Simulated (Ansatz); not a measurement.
Cost and result for the atomization energy of Cl$_{2}$FH$_{3}$OSi$_{2}$, SMILES `O[Si@H](Cl)[Si@H](F)Cl` (9 atoms, 8 bonds).

Z-matrix (Å, degrees):
```
Si
Cl 1 2.054
Si 1 2.348 2 105.6
O 1 1.635 2 112.1 3 -118.6
H 1 1.478 2 108.5 3 124.6
F 3 1.593 1 111.6 2 42.2
Cl 3 2.054 1 104.9 2 -75.1
H 3 1.481 1 116.7 2 166.2
H 4 0.960 1 117.6 2 65.9
```

The species carries charge 0 and has multiplicity 1. Geometry: relaxed with PBE0-D4/def2-TZVP. It is one conformer, not always the lowest. Program: Ansatz. All runs use 4 threads of an Arm Neoverse V2 on a shared host. Times are those of one run each, without the atoms' runs, and a repeat can differ threefold. Electronic energies, without spin–orbit coupling; frozen cores. CCSD(T)/CBS adds CCSD(T) − MP2 in def2-TZVPP to the MP2 limit, and its time is that of the two runs behind it. T1 = 0.011. HSE06 is the plane-wave form, built on full-range PBE exchange.

CCSD(T)/CBS is a level of theory with its own doubt, some kJ/mol a heavy atom from the limit and from the frozen cores, so smaller differences don't rank the functionals.

```tsv
level	functions	wall time	atomization (kJ/mol)	difference from CCSD(T)/CBS	per bond
LDA (SPW92)/def2-TZVPP	272	1.6 s	3639.7	430.4	53.8
BLYP-D4/def2-TZVPP	272	2.5 s	3151.0	-58.3	-7.3
PBE0-D4/def2-TZVPP	272	4.8 s	3161.4	-47.9	-6.0
HSE06-D4/def2-TZVPP	272	4.9 s	3163.4	-45.9	-5.7
BHLYP-D4/def2-TZVPP	272	5 s	3072.5	-136.8	-17.1
r2SCAN-D4/def2-TZVPP (with forces)	272	6.5 s	3207.2	-2.1	-0.3
CCSD(T)/def2-SVP	115	6.5 s	2883.4	-325.9	-40.7
PBE-QIDH/def2-TZVPP	272	7.5 s	3159.8	-49.5	-6.2
r2SCANh-D4/def2-TZVPP	272	8 s	3180.5	-28.8	-3.6
ωB97M-V/def2-TZVPP (with forces)	272	16 s	3202.8	-6.5	-0.8
MP2/def2-QZVPP	484	24 s	3266.8	57.5	7.2
CCSD(T)/def2-TZVPP	272	4.7 min	3093.7	-115.6	-14.5
CCSD(T)/CBS(def2)	–	5.1 min	3209.3	0.0	0.0
```

From PBE to PBE0 (25 % exact exchange), in def2-TZVPP and without D4, the atomization energy moves by −53.1 kJ/mol: exact exchange takes away binding that semilocal exchange gives to molecules. At CCSD(T), def2-SVP lies −325.9 kJ/mol from the extrapolated value and def2-TZVPP −115.7 kJ/mol: correlation converges slowly with the basis, and small sets miss more of it in the bonded molecule than in its fragments. The D4 term adds +47.9 kJ/mol with B3LYP and +25.4 kJ/mol with PBE0; it sums over pairs of atoms, weighted by their polarisabilities, and B3LYP, whose exchange is more repulsive, gets the larger term.

B3LYP here is the variant with VWN-RPA as its local correlation; programs differ in this.
